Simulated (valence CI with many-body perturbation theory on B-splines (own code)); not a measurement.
# Missing levels of Sm XXIII

Method: configuration interaction combined with many-body perturbation theory (CI+MBPT): four valence electrons over a frozen Dirac-Fock core [Kr], radial functions for each j: 7 s, 7 p, 8 d, 6 f, 4 g, 1 h, with the one-electron correlation potential Σ1, the two-electron term Σ2, the three-electron term Σ3, Breit, model QED; selected CI, second order for the rest, scaled by the run's own slope (own B-spline code, finite nucleus).

No measured levels were compared; by estimate terms of the open shell hold to 2 to 4 % of their energy, and close levels can change places. The list stops below the first excitations out of the core.

| Level | E (eV) |
| --- | --- |
| (4d3/2^4) J=0 | 0.000 |
| (4d3/2^3 4d5/2) J=1 | 3.874 |
| (4d3/2^3 4d5/2) J=2 | 6.250 |
| (4d3/2^3 4d5/2) J=4 | 7.414 |
| (4d3/2^3 4d5/2) J=3 | ? |
| (4d3/2^2 4d5/2^2) J=0 [a] | 10.784 |
| (4d3/2^2 4d5/2^2) J=4 [a] | 11.303 |
| (4d3/2^2 4d5/2^2) J=3 [a] | ? |
| (4d3/2^2 4d5/2^2) J=2 [a] | 12.343 |
| (4d3/2^2 4d5/2^2) J=5 | 13.278 |
| (4d3/2^2 4d5/2^2) J=1 | 13.783 |
| (4d3/2^2 4d5/2^2) J=6 | ? |
| (4d3/2^2 4d5/2^2) J=4 [b] | ? |
| (4d3/2^2 4d5/2^2) J=2 [b] | ? |
| (4d3/2^2 4d5/2^2) J=3 [b] | 15.634 |
| (4d3/2 4d5/2^3) J=4 [a] | 17.506 |
| (4d3/2^2 4d5/2^2) J=2 [c] | ? |
| (4d3/2 4d5/2^3) J=3 [a] | 18.878 |
| (4d3/2 4d5/2^3) J=5 | 20.053 |
| (4d3/2 4d5/2^3) J=1 [a] | 20.235 |

Levels are named by their leading jj configuration (3d3/2^4 stands for four electrons in 3d with j = 3/2), which in mixed levels can hold well under half, so a name can repeat and another be missing. Letters in brackets count levels of one name in rising energy.

The levels stand in rising order. What does the calculation give for the missing energies?

(4d3/2^3 4d5/2) J=3 7.516; (4d3/2^2 4d5/2^2) J=3 [a] 12.219; (4d3/2^2 4d5/2^2) J=6 14.186; (4d3/2^2 4d5/2^2) J=4 [b] 15.237; (4d3/2^2 4d5/2^2) J=2 [b] 15.543; (4d3/2^2 4d5/2^2) J=2 [c] 18.675.
